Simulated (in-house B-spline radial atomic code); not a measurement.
Sn²⁺. Computed with a B-spline radial atomic code. Model: all-electron spherical atom, spin shells full or empty, radial basis limit, no spin-orbit coupling: exact exchange with a local potential (Slater, KLI or optimised effective potential, whose far tail is KLI's), no correlation.

The run also made RPA and GW results, which its time includes.

The Slater potential averages the orbital exchange potentials with the orbital densities as weights, KLI adds orbital constants, and the optimised effective potential minimises the exact-exchange energy among local potentials. So their energies lie above Hartree-Fock in the order OEP, KLI, Slater. All fall off as −1/r, unlike LDA and GGA exchange.

Command:
```bash
python run_gw.py task.json out
```
Settings (nuclear radius in fm, other lengths in bohr, energies in hartree):
```
Z                      50
electrons              48
configuration          [Kr] 4d10 5s2
hamiltonian            x2c
method                 kli
lmax                   9
rms_radius             4.6519
spin_polarised         False
box_radius             17.55
intervals              102
ion_configuration      [Kr] 4d10 5s1
```

Cost of the run: 37 s on 1 thread of Arm Neoverse N1 (shared host).

Given: hamiltonian one-electron scalar X2C; mean-field start exchange-only KLI.

Computed: energy above Hartree-Fock 24.084 millihartree.

```tsv
radius (bohr)	r times exchange potential (hartree bohr)
0.001	-0.045412
0.00126	-0.057071
0.00159	-0.071738
0.002	-0.089744
0.00252	-0.11218
0.00318	-0.13993
0.004	-0.17317
0.00505	-0.21356
0.00636	-0.26033
0.00801	-0.31328
0.0101	-0.37082
0.0127	-0.42816
0.016	-0.48029
0.0202	-0.51861
0.0255	-0.53428
0.0321	?
0.0404	-0.5333
0.051	-0.60079
0.0642	-0.72871
0.0809	-0.85759
0.102	-0.92924
0.129	-0.91557
0.162	-0.89691
0.204	-1.044
0.257	-1.2591
0.324	-1.3335
0.408	-1.1741
0.515	-0.91825
0.649	-1.0794
0.817	-1.325
1.03	-1.3736
1.3	-1.2366
1.64	-1.0404
2.06	-0.9355
2.6	?
3.27	-0.96662
4.13	-0.98625
```

Problem. What belongs in the row 0.0321?

Solution. r times exchange potential (hartree bohr): -0.52899.

Problem. What belongs in the row 2.6?

Solution. r times exchange potential (hartree bohr): -0.93707.

```csv
occupied,level (hartree),Hartree-Fock level (hartree)
1s,-1064.8,-1079.1
2s,-161.5,-166.87
2p,?,?
3s,-31.916,-34.19
3p,-26.557,-28.422
3d,-18.274,-19.531
4s,?,?
4p,-4.0511,-4.6885
4d,-1.702,-1.9464
5s,-1.0589,-1.0576
```

Problem. What belongs in the row 2p?

Solution. level (hartree): -145.16; Hartree-Fock level (hartree): -149.69.

Problem. What belongs in the row 4s?

Solution. level (hartree): -5.6665; Hartree-Fock level (hartree): -6.5238.

| empty | level (hartree) |
| --- | --- |
| 5p | -0.76378 |
| 6s | -0.46203 |
| 5d | -0.44393 |

The highest level, 5s, differs from Hartree-Fock by -0.034 eV and the deepest, 1s, by +390 eV: a local potential can match the highest level but can't give each shell its own exchange.
